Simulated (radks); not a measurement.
A nucleus of charge 9.5 with 9 electrons, 9 electrons, occupied as [He] 2s2 2p5.

Calculated with a radial shooting solver on a logarithmic mesh with Libxc functionals: non-relativistic Kohn-Sham, LDA (Slater exchange, Perdew-Wang correlation), spin-unpolarised, spherical densities, point nucleus.

Energy parts (eV):
part                     energy
total                 -3068.751
kinetic                3056.767
electron-nucleus      -7316.004
Hartree                1472.890
exchange-correlation   -282.404

Orbitals (lengths in bohr, moments of r in powers of bohr; <r^-3> diverges for s and p1/2; r(max) is where P^2 peaks):
orbital  occ.  eigenvalue (eV)     <r>  <1/r>  r(max)  <r^-3>
1s          2        -749.2224  0.1677  9.066  0.1089       -
2s          2         -41.4184  0.9362  1.565  0.7191       -
2p          5         -20.9439  0.9796  1.408  0.6483   10.15

The highest occupied level is 2p at -20.944 eV. The electron density at the nucleus is 525.7 e/bohr^3.
